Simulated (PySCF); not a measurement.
Molecule: C3H4NSSi, net charge 0, doublet state. It need not be the lowest isomer of its formula. SMILES: [SiH2]c1nccs1
Structure (B3LYP-D3(BJ)/def2-TZVP (Ansatz) minimum search):
```
C
N 1 1.3149
C 2 1.3606 1 112.01
C 3 1.3677 2 115.66 1 -0.64
H 4 1.0772 3 128.21 2 179.80
H 3 1.0805 2 119.54 1 179.34
S 4 1.7106 5 121.92 3 179.44
Si 1 1.8514 2 123.88 3 176.31
H 8 1.4799 1 110.90 2 36.77
H 8 1.4831 9 112.90 1 -123.82
```
Charge 0, spin multiplicity 2.

Dispersion corrections to the total energy (kcal/mol) from the dftd3 and dftd4 libraries through PySCF: D3(BJ) without and D4 with the three-body term, each with the damping fitted for the functional named.

```tsv
functional	D3(BJ)	D4
r2SCAN	-2.00	-1.82
TPSSh	(withheld)	-9.37
TPSS	-9.28	-10.36
HF	-58.44	-27.40
HSE06	-5.17	(withheld)
PW6B95	-4.12	(withheld)
BP86	-12.43	-10.44
```

Task: Complete the blanks.

Result: 
- TPSSh, D3(BJ): -8.60
- HSE06, D4: -6.04
- PW6B95, D4: -6.61
